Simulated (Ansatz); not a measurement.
`F[CH2][AlH][GeH3]` and `[CH3][AlH][CH2]F` differ in one atom or group.

Ansatz, PBE0-D4/def2-TZVP geometries, multiplicity 1. Each molecule was computed in one conformer, which needn't be the lowest.

Scalar relativity is left out up to krypton.

| property | `F[CH2][AlH][GeH3]` |
| --- | --- |
| LUMO energy (PBE0/def2-TZVPP) / eV | -1.94 |
| HOMO–LUMO gap (B3LYP/def2-TZVPP) / eV | 5.18 |
| HOMO–LUMO gap (ωB97M-V/def2-TZVPP) / eV | 9.25 |
| HOMO energy (PBE/def2-TZVPP) / eV | -6.30 |
| size of the dipole moment (B3LYP/def2-TZVPP) / D | 1.80 |
| HOMO–LUMO gap (PBE0/def2-TZVPP) / eV | 5.57 |

Question: What does the change do to each property? (An estimate is asked.)

Answer: The calculation gave: 
```
                                        property  `[CH3][AlH][CH2]F`  shift
              LUMO energy (PBE0/def2-TZVPP) / eV               -1.12   0.82
           HOMO–LUMO gap (B3LYP/def2-TZVPP) / eV                6.01   0.83
         HOMO–LUMO gap (ωB97M-V/def2-TZVPP) / eV               10.30   1.05
               HOMO energy (PBE/def2-TZVPP) / eV               -6.15   0.15
size of the dipole moment (B3LYP/def2-TZVPP) / D                2.30   0.50
            HOMO–LUMO gap (PBE0/def2-TZVPP) / eV                6.46   0.89
```

With PBE0 the HOMO falls by 0.07 eV and the LUMO rises by 0.82 eV, so the gap widens by about 0.89 eV. PBE moves the HOMO by 0.15 eV and ωB97M-V by -0.30 eV. Dipoles are sizes alone; their direction can turn.

B3LYP here is the variant with VWN-RPA as its local correlation; programs differ in this.
